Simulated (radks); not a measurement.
Task: Isoelectronic series with 42 electrons, each ion in its NIST ground configuration. All-electron calculation, Dirac Kohn-Sham, BLYP, spin-unpolarised, spherical densities, finite nucleus; open shells are shared between the two j in proportion to 2j + 1; Fermi nuclear charge, rms radius of each element as measured or else 0.836 A^(1/3) + 0.57 fm. Program: a radial shooting solver on a logarithmic mesh with Libxc functionals. Total energies (hartree) and orbital eigenvalues (hartree) (* marks an orbital that is empty in some or all of the ions):

ion,configuration,E (hartree),5s1/2*,4d5/2,4d3/2,4p3/2,4p1/2
Tm27+,[Kr] 4d6,-13236.6099,-24.97639,-36.09718,-36.54219,-41.68915,-43.83403
Yb28+,[Kr] 4d6,-13694.9304,-26.55279,-38.35413,-38.83811,-44.13147,-46.45767
Lu29+,[Kr] 4d6,-14162.3941,-28.17714,-40.67476,-41.20017,-46.64022,-49.15952
Hf30+,[Kr] 4d6,-14639.1362,-29.84981,-43.05904,-43.62841,-49.21547,-51.94026
Ta31+,[Kr] 4d6,-15125.1915,-31.57107,-45.50697,-46.12294,-51.85734,-54.80061
W32+,[Kr] 4d6,-15620.6690,-33.34126,-48.01851,-48.68384,-54.56594,-57.74133
Re33+,[Kr] 4d6,-16125.6916,-35.16078,-50.59367,-51.31120,-57.34136,-60.76320
Os34+,[Kr] 4d6,-16640.3240,-37.02996,-53.23244,-54.00514,-60.18375,-63.86704
Ir35+,[Kr] 4d6,-17164.7662,-38.94934,-55.93480,-56.76575,-63.09321,-67.05373

Estimate the row of Pt36+ ([Kr] 4d6).

Result: E (hartree) -17699.0529; 5s1/2* -40.91921; 4d5/2 -58.70076; 4d3/2 -59.59317; 4p3/2 -66.06989; 4p1/2 -70.32416.
